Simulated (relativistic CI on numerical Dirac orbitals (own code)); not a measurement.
# Cu2+ in a cubic cluster: 1s photoemission with charge transfer

Computed with a charge-transfer multiplet model of a cubic metal-ligand cluster with up to one ligand hole, Slater and spin-orbit integrals from Dirac-Coulomb-Breit ions, Slater integrals scaled by 0.8. The parameters are those of a tetrahedral site (10Dq negative, t2 hopping the larger). The ground state mixes d9 with configurations of k ligand holes L, whose averages lie at kΔ + k(k − 1)U_dd/2; a core hole lowers each added d electron by U_cd. 20 K, Lorentzian 1.1 eV and Gaussian 0.6 eV FWHM.

Atomic integrals in eV (Slater integrals scaled, ζ unscaled), ground: F2dd 11.066, F4dd 6.905, zeta_d 0.099; with the core hole: F2dd 11.066, F4dd 6.905, zeta_d 0.136, G2cd 0.070.

Cluster parameters (eV): Δ = 2.6, U_dd = 6.7, 10Dq = -0.15, 10Dq(ligand) = 0, V(eg) = 1.15, V(t2g) = -1.95, final-state hopping factor = 0.8.

| Case | n_d | d9 | d10L | S |
| --- | --- | --- | --- | --- |
| U_cd = 6.1 eV | 9.21 | 0.79 | 0.21 | 0.50 |
| U_cd = 6.7 eV | 9.21 | 0.79 | 0.21 | 0.50 |
| U_cd = 7.9 eV | 9.21 | 0.79 | 0.21 | 0.50 |
| U_cd = 8.5 eV | 9.21 | 0.79 | 0.21 | 0.50 |
| U_cd = 9.7 eV | 9.21 | 0.79 | 0.21 | 0.50 |

Weights, n_d and S are thermal averages at 20 K. Binding energies count from the first peak over 30 % of the highest in each spectrum, which can be another peak from case to case. The parameters are a model scan and need not match a compound or its usual spin state. Peaks in eV (height, largest 100):
- U_cd = 6.1 eV: 0.0 (100), 4.5 (76)
- U_cd = 6.7 eV: 0.0 (100), 4.9 (89)
- U_cd = 7.9 eV: 0.0 (88), 5.9 (100)
- U_cd = 8.5 eV: 0.0 (80), 6.5 (100)
- U_cd = 9.7 eV: 0.0 (68), 7.5 (100)

Curve for U_cd = 8.5 eV (points under 2 left out, the grid thinned):

```json
{"E (eV)": "-3.7", "Intensity": "2.3"}
{"E (eV)": "-3.4", "Intensity": "2.7"}
{"E (eV)": "-3.1", "Intensity": "3.2"}
{"E (eV)": "-2.8", "Intensity": "3.9"}
{"E (eV)": "-2.5", "Intensity": "4.8"}
{"E (eV)": "-2.2", "Intensity": "6.1"}
{"E (eV)": "-1.9", "Intensity": "7.9"}
{"E (eV)": "-1.6", "Intensity": "10.8"}
{"E (eV)": "-1.3", "Intensity": "15.7"}
{"E (eV)": "-1.0", "Intensity": "24.2"}
{"E (eV)": "-0.7", "Intensity": "39.3"}
{"E (eV)": "-0.3", "Intensity": "68.2"}
{"E (eV)": "0.0", "Intensity": "79.7"}
{"E (eV)": "0.3", "Intensity": "68.6"}
{"E (eV)": "0.6", "Intensity": "46.5"}
{"E (eV)": "0.9", "Intensity": "29.0"}
{"E (eV)": "1.2", "Intensity": "18.7"}
{"E (eV)": "1.5", "Intensity": "13.1"}
{"E (eV)": "1.8", "Intensity": "9.8"}
{"E (eV)": "2.1", "Intensity": "7.9"}
{"E (eV)": "2.4", "Intensity": "6.8"}
{"E (eV)": "2.7", "Intensity": "6.2"}
{"E (eV)": "3.0", "Intensity": "5.9"}
{"E (eV)": "3.3", "Intensity": "5.9"}
{"E (eV)": "3.6", "Intensity": "6.2"}
{"E (eV)": "3.9", "Intensity": "6.9"}
{"E (eV)": "4.2", "Intensity": "8.0"}
{"E (eV)": "4.5", "Intensity": "9.8"}
{"E (eV)": "4.8", "Intensity": "12.8"}
{"E (eV)": "5.1", "Intensity": "17.7"}
{"E (eV)": "5.4", "Intensity": "26.4"}
{"E (eV)": "5.7", "Intensity": "42.0"}
{"E (eV)": "6.0", "Intensity": "67.0"}
{"E (eV)": "6.3", "Intensity": "93.1"}
{"E (eV)": "6.7", "Intensity": "93.4"}
{"E (eV)": "7.0", "Intensity": "67.4"}
{"E (eV)": "7.3", "Intensity": "42.1"}
{"E (eV)": "7.6", "Intensity": "26.1"}
{"E (eV)": "7.9", "Intensity": "17.2"}
{"E (eV)": "8.2", "Intensity": "12.1"}
{"E (eV)": "8.5", "Intensity": "8.9"}
{"E (eV)": "8.8", "Intensity": "6.8"}
{"E (eV)": "9.1", "Intensity": "5.4"}
{"E (eV)": "9.4", "Intensity": "4.4"}
{"E (eV)": "9.7", "Intensity": "3.7"}
```

For the case U_cd = 7.9 eV, Δ = 2.6 eV is smaller than U_dd = 6.7 eV, the charge-transfer side of the Zaanen-Sawatzky-Allen scheme. With the core hole the configuration with one ligand hole lies at Δ − U_cd = -3.5, -4.1, -5.3, -5.9, -7.1 eV from the one without, in the order of the table; where this is negative the screened configuration lies lower.
